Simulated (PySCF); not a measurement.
B3LYP has the VWN-RPA correlation part, as in Gaussian. Delta-SCF ions had no search for a lower state. Excitations are Tamm–Dancoff values on a coarser integration grid. The basis has no diffuse functions, so Rydberg states are missing or too high.

# C4H3N, SMILES `CC#CC#N` (charge 0, multiplicity 1)

Level of theory: B3LYP-D3(BJ)/def2-TZVP (PySCF).

- HOMO = -8.14 eV
- dipole moment = 5.33 D
- LUMO = -1.33 eV
- HOMO–LUMO gap = 6.81 eV
- S1 excitation (TDA) = 5.18 eV
- S1 oscillator strength = 0.000
- T1 excitation (TDA) = 4.24 eV
- S1–T1 gap (TDA) = 0.95 eV
- vertical ionisation energy (Delta-SCF) = 10.56 eV
- total energy = -208.9961 Ha
- cost = about 60 core-seconds (a rough figure)

```xyz
8

C     -1.4760    -0.1363     0.3691
C     -0.0679    -0.0063     0.0603
C      1.1042     0.1020    -0.1968
C      2.4334     0.2247    -0.4883
N      3.5582     0.3286    -0.7350
H     -1.7283    -1.1764     0.5856
H     -2.0871     0.1960    -0.4726
H     -1.7365     0.4676     1.2407
```
